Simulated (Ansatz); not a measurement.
Two structures of InH₃Cl₂O, singlet, reached by relaxing down either side of one saddle point (PBE0-D4/def2-TZVP). Energies are electronic, without zero-point energy. Computed with Ansatz 0.2.0 (basis: def2-TZVPP and def2-QZVPP); correlated methods freeze the cores. Filled d shells of the heavier atoms are correlated. Core potentials replace the inner electrons of the atoms past krypton. The def2 sets are not built for correlating such inner shells, so the correlated values are less sure here. Extrapolation: Hartree–Fock as exp(−7.88 √X), correlation as X^−2.97. First:

```json
{"atom": "In1", "x (Å)": "-0.9888", "y (Å)": "-0.2750", "z (Å)": "0.1963"}
{"atom": "H2", "x (Å)": "-0.9755", "y (Å)": "-1.8405", "z (Å)": "0.8602"}
{"atom": "Cl3", "x (Å)": "-0.8585", "y (Å)": "0.0803", "z (Å)": "-2.1330"}
{"atom": "Cl4", "x (Å)": "-1.8338", "y (Å)": "1.5986", "z (Å)": "1.2798"}
{"atom": "H5", "x (Å)": "1.9566", "y (Å)": "-0.3566", "z (Å)": "0.4049"}
{"atom": "O6", "x (Å)": "1.2850", "y (Å)": "0.2890", "z (Å)": "0.1630"}
{"atom": "H7", "x (Å)": "1.4152", "y (Å)": "0.5043", "z (Å)": "-0.7714"}
```

Second:

In1  (-0.453, 0.645, -0.223)
H2  (-0.232, -1.859, 0.833)
Cl3  (-1.270, -0.324, -2.153)
Cl4  (-1.892, 1.280, 1.447)
H5  (0.436, -1.564, 1.011)
O6  (1.465, 1.034, -0.060)
H7  (1.947, 0.788, -0.855)
(Å)

(1) Which bonds change from the first to the second?

(2) Give the saddle point's structure and its height above each. (Judge from chemistry; the value comes from the calculation.)

T1 diagnostic: at most 0.014.

## Answers

(1) InHCl₂ ([Cl][InH][Cl]) + H₂O → InHCl₂O ([OH][In]([Cl])[Cl]) + H₂; bonds formed: H2–H5; dative contacts that become bonds: In1–O6; bonds broken: In1–H2, H5–O6.

(2) Computed: 37.17 kcal/mol above the first and 21.22 kcal/mol above the second (CCSD(T) at an estimated basis limit (MP2 extrapolated from triple and quadruple zeta, plus CCSD(T) − MP2 in triple zeta)).
```csv
atom,x (Å),y (Å),z (Å)
In1,-0.7486,0.2449,-0.0806
H2,0.0690,-1.4060,0.7475
Cl3,-1.3694,-0.1408,-2.2679
Cl4,-2.0427,1.4246,1.4056
H5,0.8379,-0.8526,0.5603
O6,1.3321,0.3383,0.1972
H7,1.9218,0.3916,-0.5622
```

The step is the kind of ligand exchange by which a precursor binds to a hydroxyl group, or is hydrolysed, in atomic layer deposition of oxides.

Labels in which every atom is bracketed show which atoms are joined, not bond orders.

For scale, one of the runs: CCSD(T)/def2-TZVPP, 207 basis functions, launched by `ansatz run in.yaml --threads 4 --pin off --events-out ev --progress --plain --max-ram 9574MiB`. Time: 79 s of wall clock on 4 CPU threads of an Arm Neoverse V2; the host was shared. Peak host memory: 2.9 GiB.
